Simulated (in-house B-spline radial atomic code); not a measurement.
Cr⁶⁺. Computed with a B-spline radial atomic code. Model: all-electron spherical atom, spin shells full or empty, radial basis limit, no spin-orbit coupling, Breit or QED, empty-state partial waves extrapolated as (l+1/2)^-4, RPA, G0W0 and static COHSEX of the highest shell as one setting changes (uncorrelated shells keep exact exchange).

Given: element Cr; charge 6; filled core Ne; hamiltonian one-electron scalar X2C; mean-field start LDA VWN5; highest l of empty states 9; nuclear rms radius 3.6452 fm; highest mean-field shell 3p.

Shell: 3s 1 1, 3p 3 3 (electrons up and down).

```
lowest nl shells left uncorrelated  RPA correlation energy (hartree)  G0W0 level (eV)  G0W0 minus most complete (meV)  COHSEX level (eV)  linearised minus solved G0W0 (meV)
                                 0                           -1.2553          -160.69                               0            -164.99                               -20.2
                                 1                           -1.1123          -160.68                            11.2            -164.99                               -20.2
                                 2                                 ?                ?                               ?                  ?                                   ?
                                 3                                 ?                ?                               ?                  ?                                   ?
                                 4                            -0.378          -161.75                           -1065            -165.61                                   5
```

Q: What follows for lowest nl shells left uncorrelated = 2?

A: RPA correlation energy -0.95437 hartree; G0W0 level -160.66 eV; G0W0 minus most complete 29.9 meV; COHSEX level -164.99 eV; linearised minus solved G0W0 -20.1 meV.

Q: What follows for lowest nl shells left uncorrelated = 3?

A: RPA correlation energy -0.52055 hartree; G0W0 level -160.49 eV; G0W0 minus most complete 195.2 meV; COHSEX level -164.67 eV; linearised minus solved G0W0 -19.7 meV.
